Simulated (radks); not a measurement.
Results of a calculation; reference values are marked as such.
Problem. Mean orbital radii <r> (bohr) of neutral vanadium, [Ar] 3d3 4s2, of relativity; Dirac values are averaged over j with weights 2j + 1. Spin-unpolarised spherical Kohn-Sham, PBE, point nucleus unless stated (finite: rms radius 3.6002 fm), a radial shooting solver on a logarithmic mesh with Libxc functionals. A level marked "c x" has the speed of light scaled by that factor and shares open shells by 2j + 1; other Dirac levels either fill j = l - 1/2 first or share by 2j + 1.

shell  non-rel.
1s      0.06705
2s       0.3110
2p       0.2751
3s       0.9560
3p        1.019
3d        1.436
4s        3.378

Give the values at the level "Dirac, 2j+1 shares, finite nucleus".

Solution. 
shell  Dirac, 2j+1 shares, finite nucleus  change of magnitude (%)
1s                                0.06644                    -0.91
2s                                 0.3080                    -0.95
2p                                 0.2740                    -0.39
3s                                 0.9484                    -0.80
3p                                  1.017                    -0.26
3d                                  1.449                    +0.88
4s                                  3.350                    -0.82
